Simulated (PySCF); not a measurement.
Calculated NMR data

[PySCF 2.14.0 with density-fitted response routines: B3LYP/pcJ-1 coupling constants (spin–dipole term left out of most H,H and C,H couplings); GFN2-xTB structure; shieldings: GIAO PBE0/pcSseg-1; averaged over atoms made equivalent by symmetry, fast rotation or ring inversion; a single conformation; no relativistic terms; gas phase]

Shifts are taken against calculated references (same method and geometry level): TMS for ¹H (σref 31.72) and ¹³C (σref 186.93). Multiplet labels drop J under 1 Hz and among equivalent protons, and merge close values. Unscaled 3J(H,H) run several per cent high. Where no couplings were computed, multiplicities follow the n + 1 count of equivalent neighbours, and m marks all less simple cases (inequivalent or close neighbours, rings, F or P nearby). Vicinal couplings that depend on rotamer populations or ring flexing (ring, CH–CH, X–H and H–F types) are those of the one conformer. One-bond C–F couplings are unscaled and too large by tens of Hz. Shifts are as computed. Against solution values, carbons near 30 ppm lie about +3 ppm off and those near 130 ppm about +5 ppm. Of 1211 compounds with measured shifts, 218 miss one by over three times the rms of a fit or turn the order of signals round; such compounds aren't used in these exercises.

Compound 1 (C6H8O2Si). ¹H NMR (500 MHz, computed): δ 6.70 (m, 1H), 5.15 (t, 2H), 4.49 (m, 1H), 4.40 (m, 1H), 2.79 (s, 1H), 2.50 (t, 2H). ¹³C{¹H} NMR (computed): δ 189.2, 156.3, 95.9, 86.8, 86.8, 41.0. Structure: `C#CC(=O)C[SiH2]OC=C`.

Compound 2 (C4H2F3N). ¹H NMR (500 MHz, computed): δ 7.08 (m, 1H), 5.76 (dtd, J = 49.4, 5.9, 1.6 Hz, 1H). ¹³C{¹H} NMR (computed): δ 151.9 (C, ddd, J = 331.5, 22.3, 11.4 Hz), 147.8 (CH, ddd, J = 341.8, 8.8, 7.2 Hz), 118.7 (C, dd, J = 30.7, 2.7 Hz), 77.7 (CH, dd, J = 243.2, 35.9 Hz). Structure: `C(/[C@@H](C#N)F)(F)=C\F`.
